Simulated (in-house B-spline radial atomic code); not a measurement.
Inner levels of bismuth as electrons are removed. A shift is the extra binding of the orbital against the neutral atom ([Xe] 4f14 5d10 6s2 6p3). The density at the nucleus is averaged over the nuclear charge. Computed with a radial B-spline atomic code at the basis-set limit: Dirac-Hartree-Fock, average of the configuration, finite nuclei.

```json
{"ion": "Bi45+", "configuration": "[Kr] 4d2", "shift of 2p3/2 (eV)": "2200.05", "shift of 2s1/2 (eV)": "2199.97", "shift of 3d3/2 (eV)": "2133.54", "radius of 2p3/2 (bohr)": "0.062894", "radius of 2s1/2 (bohr)": "0.065705", "radius of 3d3/2 (bohr)": "0.15173", "Σ<r²> (bohr²)": "1.9891", "change of density at nucleus (bohr⁻³)": "3248.85"}
{"ion": "Bi46+", "configuration": "[Kr] 4d1", "shift of 2p3/2 (eV)": "?", "shift of 2s1/2 (eV)": "?", "shift of 3d3/2 (eV)": "?", "radius of 2p3/2 (bohr)": "?", "radius of 2s1/2 (bohr)": "?", "radius of 3d3/2 (bohr)": "?", "Σ<r²> (bohr²)": "?", "change of density at nucleus (bohr⁻³)": "?"}
{"ion": "Bi47+", "configuration": "[Ar] 3d10 4s2 4p6", "shift of 2p3/2 (eV)": "2381.67", "shift of 2s1/2 (eV)": "2381.52", "shift of 3d3/2 (eV)": "2298.91", "radius of 2p3/2 (bohr)": "0.062868", "radius of 2s1/2 (bohr)": "0.065686", "radius of 3d3/2 (bohr)": "0.15129", "Σ<r²> (bohr²)": "1.6791", "change of density at nucleus (bohr⁻³)": "4371.39"}
{"ion": "Bi48+", "configuration": "[Ar] 3d10 4s2 4p5", "shift of 2p3/2 (eV)": "?", "shift of 2s1/2 (eV)": "?", "shift of 3d3/2 (eV)": "?", "radius of 2p3/2 (bohr)": "?", "radius of 2s1/2 (bohr)": "?", "radius of 3d3/2 (bohr)": "?", "Σ<r²> (bohr²)": "?", "change of density at nucleus (bohr⁻³)": "?"}
{"ion": "Bi49+", "configuration": "[Ar] 3d10 4s2 4p4", "shift of 2p3/2 (eV)": "2566.29", "shift of 2s1/2 (eV)": "2566.07", "shift of 3d3/2 (eV)": "2466.15", "radius of 2p3/2 (bohr)": "0.062841", "radius of 2s1/2 (bohr)": "0.065658", "radius of 3d3/2 (bohr)": "0.15086", "Σ<r²> (bohr²)": "1.382", "change of density at nucleus (bohr⁻³)": "4929.2"}
{"ion": "Bi50+", "configuration": "[Ar] 3d10 4s2 4p3", "shift of 2p3/2 (eV)": "2659.95", "shift of 2s1/2 (eV)": "2659.68", "shift of 3d3/2 (eV)": "2550.83", "radius of 2p3/2 (bohr)": "0.062827", "radius of 2s1/2 (bohr)": "0.065644", "radius of 3d3/2 (bohr)": "0.15063", "Σ<r²> (bohr²)": "1.2374", "change of density at nucleus (bohr⁻³)": "5210.05"}
{"ion": "Bi51+", "configuration": "[Ar] 3d10 4s2 4p2", "shift of 2p3/2 (eV)": "2754.5", "shift of 2s1/2 (eV)": "2754.19", "shift of 3d3/2 (eV)": "2636.21", "radius of 2p3/2 (bohr)": "0.062811", "radius of 2s1/2 (bohr)": "0.06563", "radius of 3d3/2 (bohr)": "0.15041", "Σ<r²> (bohr²)": "1.0955", "change of density at nucleus (bohr⁻³)": "5492.2"}
{"ion": "Bi52+", "configuration": "[Ar] 3d10 4s2 4p1", "shift of 2p3/2 (eV)": "2849.95", "shift of 2s1/2 (eV)": "2849.6", "shift of 3d3/2 (eV)": "2722.3", "radius of 2p3/2 (bohr)": "0.062796", "radius of 2s1/2 (bohr)": "0.065615", "radius of 3d3/2 (bohr)": "0.15018", "Σ<r²> (bohr²)": "0.95616", "change of density at nucleus (bohr⁻³)": "5775.29"}
{"ion": "Bi53+", "configuration": "[Ar] 3d10 4s2", "shift of 2p3/2 (eV)": "2946.29", "shift of 2s1/2 (eV)": "2945.89", "shift of 3d3/2 (eV)": "2809.09", "radius of 2p3/2 (bohr)": "0.06278", "radius of 2s1/2 (bohr)": "0.065599", "radius of 3d3/2 (bohr)": "0.14995", "Σ<r²> (bohr²)": "0.81931", "change of density at nucleus (bohr⁻³)": "6059.68"}
{"ion": "Bi54+", "configuration": "[Ar] 3d10 4s1", "shift of 2p3/2 (eV)": "3044.36", "shift of 2s1/2 (eV)": "3042.19", "shift of 3d3/2 (eV)": "2897.98", "radius of 2p3/2 (bohr)": "0.062763", "radius of 2s1/2 (bohr)": "0.065595", "radius of 3d3/2 (bohr)": "0.14972", "Σ<r²> (bohr²)": "0.69214", "change of density at nucleus (bohr⁻³)": "-7332.87"}
{"ion": "Bi55+", "configuration": "[Ar] 3d10", "shift of 2p3/2 (eV)": "?", "shift of 2s1/2 (eV)": "?", "shift of 3d3/2 (eV)": "?", "radius of 2p3/2 (bohr)": "?", "radius of 2s1/2 (bohr)": "?", "radius of 3d3/2 (bohr)": "?", "Σ<r²> (bohr²)": "?", "change of density at nucleus (bohr⁻³)": "?"}
{"ion": "Bi56+", "configuration": "[Ar] 3d9", "shift of 2p3/2 (eV)": "3326.93", "shift of 2s1/2 (eV)": "3323.03", "shift of 3d3/2 (eV)": "3138.84", "radius of 2p3/2 (bohr)": "0.062691", "radius of 2s1/2 (bohr)": "0.06555", "radius of 3d3/2 (bohr)": "0.14848", "Σ<r²> (bohr²)": "0.53405", "change of density at nucleus (bohr⁻³)": "-19794.8"}
```

Problem. Fill in the row of Bi46+.

Solution. shift of 2p3/2 (eV): 2290.3; shift of 2s1/2 (eV): 2290.18; shift of 3d3/2 (eV): 2215.77; radius of 2p3/2 (bohr): 0.062881; radius of 2s1/2 (bohr): 0.065696; radius of 3d3/2 (bohr): 0.15151; Σ<r²> (bohr²): 1.8323; change of density at nucleus (bohr⁻³): 3804.71.

Problem. Fill in the row of Bi48+.

Solution. shift of 2p3/2 (eV): 2473.53; shift of 2s1/2 (eV): 2473.34; shift of 3d3/2 (eV): 2382.17; radius of 2p3/2 (bohr): 0.062856; radius of 2s1/2 (bohr): 0.065672; radius of 3d3/2 (bohr): 0.15107; Σ<r²> (bohr²): 1.5292; change of density at nucleus (bohr⁻³): 4649.75.

Problem. Fill in the row of Bi55+.

Solution. shift of 2p3/2 (eV): 3143.24; shift of 2s1/2 (eV): 3139.28; shift of 3d3/2 (eV): 2987.52; radius of 2p3/2 (bohr): 0.062746; radius of 2s1/2 (bohr): 0.065589; radius of 3d3/2 (bohr): 0.14949; Σ<r²> (bohr²): 0.56703; change of density at nucleus (bohr⁻³): -21015.
